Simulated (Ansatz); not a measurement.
```yaml
crystal:
  periodic: [false, false, false]
  atoms:
    - {symbol: F, position_ang: [1.219275, 2.269247, 1.065944]}
    - {symbol: Si, position_ang: [0.949784, 1.360010, -0.260474]}
    - {symbol: N, position_ang: [-0.012759, -0.106220, -0.132099]}
    - {symbol: Si, position_ang: [0.551442, -1.793486, 0.435165]}
    - {symbol: Si, position_ang: [-1.583170, 0.375140, -0.243981]}
    - {symbol: H, position_ang: [0.807725, 2.146597, -1.332770]}
    - {symbol: H, position_ang: [2.388249, 0.726630, -0.439131]}
    - {symbol: H, position_ang: [1.157471, -2.181336, -0.815150]}
    - {symbol: H, position_ang: [1.554077, -1.627233, 1.518663]}
    - {symbol: H, position_ang: [-0.691851, -2.148574, 0.729934]}
    - {symbol: H, position_ang: [-2.465283, 0.009984, 1.152821]}
    - {symbol: H, position_ang: [-1.862787, 1.674812, -0.338129]}
    - {symbol: H, position_ang: [-2.375768, -0.596316, -1.284399]}
basis:
  gaussian: {orbitals: ANO-RCC-VTZP}
hamiltonian: {xc: {name: PBE}}
correlation: {electrons: outside_noble_gas}
relax: {f_tol: 0.0001, max_steps: 1}
```

```sh
$ ansatz run in.yaml --threads 4 --pin off --events-out ev --progress --plain --max-ram 10444MiB
```

Question: How does Ansatz answer? (An estimate is asked.)

Answer: Computed: The program refused the input.
```
Error: invalid value for `correlation`: name a method or an active space
```
